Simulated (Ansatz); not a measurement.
Geometry optimisation, Ansatz, RKS B3LYP-D4/STO-3G.

Input file:

```yaml
crystal:
  periodic: [false, false, false]
  atoms:
    - { symbol: F, position_ang: [-2.3538, 1.361, 0.7114] }
    - { symbol: C, position_ang: [-1.6902, 0.7079, -0.2245] }
    - { symbol: O, position_ang: [-0.4984, 0.3665, 0.3813] }
    - { symbol: Si, position_ang: [0.6926, -0.4883, -0.5136] }
    - { symbol: P, position_ang: [2.4023, -0.8806, 0.7153] }
    - { symbol: H, position_ang: [-1.5374, 1.3817, -1.0903] }
    - { symbol: H, position_ang: [-2.2451, -0.1711, -0.4958] }
    - { symbol: H, position_ang: [1.0206, 0.3029, -1.7186] }
    - { symbol: H, position_ang: [0.0008, -1.7614, -0.8794] }
    - { symbol: H, position_ang: [1.7195, -1.325, 1.9085] }
    - { symbol: H, position_ang: [2.5545, 0.4493, 1.2262] }
basis:
  gaussian: { orbitals: STO-3G }
hamiltonian:
  xc: b3lyp
  dispersion: d4
relax:
  f_tol: 0.02
  max_steps: 40
scf:
  lower_state_search: "off"
output:
  orbitals: {}
```

Run as:

```bash
$ ansatz run input.yaml --threads 1 --pin off --max-ram 2048MiB --backend cpu --events-out ev --progress --plain --runs-dir out
```

Where does it end, and by what steps?

The run converged. Limits of this set-up: minimal basis. After 6 steps the energy has fallen by 0.695 eV; F1 moved furthest, 0.16 Å.

```tsv
step	energy less start (eV)	largest force component (eV/Å)	accepted
0	0.0000	3.567	yes
1	-0.5627	1.158	yes
2	-0.6612	0.536	yes
3	-0.6890	0.276	yes
4	-0.6927	0.191	yes
5	-0.6951	0.030	yes
6	-0.6953	0.012	yes
```

```xyz
11
Properties=species:S:1:pos:R:3
F -2.490 1.436 0.682
C -1.675 0.715 -0.203
O -0.444 0.408 0.522
Si 0.649 -0.488 -0.476
P 2.472 -0.907 0.718
H -1.478 1.337 -1.129
H -2.216 -0.223 -0.537
H 0.963 0.275 -1.671
H 0.014 -1.717 -0.920
H 1.723 -1.312 1.843
H 2.548 0.419 1.191
```

Whether the end is a true minimum wasn't checked by a vibrational analysis.

The run took 32 s on 1 thread of Arm Neoverse N1, on a shared host, peak memory 0.16 GiB.
